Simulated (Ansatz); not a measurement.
System: sum formula GeBrF2, net charge 0, doublet state. It need not be the lowest isomer of its formula. 
Structure (B3LYP-D3(BJ)/def2-TZVP (Ansatz, a program for electronic structure) minimum search):
```xyz
4

F     -1.5540    -1.3623    -0.3215
Ge    -0.7557    -0.0036     0.4192
F     -1.5510     1.3722    -0.2930
Br     1.4893     0.0007    -0.2253
```
Charge 0, spin multiplicity 2.

Dipole moments at this geometry, in debye (magnitudes).

| level | program | dipole (D) |
|---|---|---|
| PBE/def2-TZVPD | Ansatz | 1.80 |
| BLYP/def2-TZVPD | Ansatz | 1.86 |
| revPBE/def2-TZVPD | Ansatz | 1.79 |
| PBE0/def2-TZVPD | Ansatz | 1.98 |
| r2SCANh/def2-TZVPD | Ansatz | 1.93 |
| CCSD(T)/aug-cc-pVDZ | Ansatz | [?] |

Task: Fill in the missing entries.

Result: 
- CCSD(T)/aug-cc-pVDZ, dipole (D): 2.06
